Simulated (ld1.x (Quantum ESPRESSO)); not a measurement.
Building the TM potential for thulium (Tm) (PW91, scalar-relativistic).

```json
{"Element": "Tm (Z = 69)", "Generator": "ld1.x (Quantum ESPRESSO) 7.5", "Type": "norm-conserving Troullier–Martins (Kleinman–Bylander form)", "Functional": "PW91", "Relativity": "scalar-relativistic", "Frozen core": "[Kr] 4d10", "Valence charge": "23", "Reference configuration": "4f13 5s2 5p6 5d0 6s2 6p0", "Partial waves": "5s (bound): rc 1.35 bohr; 5d (bound, empty): rc 2.05 bohr; 4f (bound): rc 1.05 bohr; 5p (bound): rc 1.25 bohr", "Local potential": "the p channel", "Core correction": "Bessel-smoothed model core inside 0.75 bohr"}
```

Occupied shells without a wave of their own: 6s. They enter only through the test configuration that unscreens the potential, and ld1.x also counts them in the model core charge.

All-electron outer shells of the reference configuration (PW91, scalar-relativistic, ld1.x):

```csv
shell,level (eV),outermost node (bohr),outermost maximum (bohr)
4p,-326.33,0.26,0.49
4d,-171.65,0.24,0.50
5s,-53.43,0.59,1.10
5p,-26.95,0.63,1.26
6s,-3.91,1.49,3.33
4f,-3.15,–,0.50
6p,-1.15,1.84,4.67
5d,-0.84,0.72,2.12
```

Q: Does the generator finish with these settings?

A: Yes, a potential is produced.

Q: Estimate the cutoffs (Ry, on a coarse ladder) from which the occupation-weighted sum of valence levels, in a spherical-Bessel basis at the reference potential, stays within 10 and 1 mRy of its value at 400 Ry.

A: over 300 Ry and over 300 Ry.

Q: Does the potential have ghost states?

A: No extra level below or beside the all-electron valence levels (s, d, f, p tested).

Q: Which valence shell sets the plane-wave cutoff?

A: 4f: its level needs over 300 Ry to come within 1 mRy, against 120 Ry for 5s.

Q: Tests: 4f13 5s2 5p6 5d0 6s1 6p0; 4f13 5s2 5p6 5d0 6s0 6p0; 4f12 5s2 5p6 5d0 6s0 6p0; 4f13 5s2 5p6 5d0 6s1.5 6p0; 4f11 5s2 5p6 5d0 6s0 6p0; 4f14 5s2 5p6 5d0 6s0 6p0; 4f12 5s2 5p6 5d0 6s2 6p0. Which has the largest error in its energy relative to the reference configuration, and how large is it?

A: 4f11 5s2 5p6 5d0 6s0 6p0, with -2504 meV (all-electron minus pseudo) on +91.32 eV.

ld1.x takes every shell without a wave as core, so the model core holds the 6s electrons as well and exchange and correlation see them twice. This cancels in the reference configuration, but the file is broken for other ones, and its errors say nothing about a proper core correction.
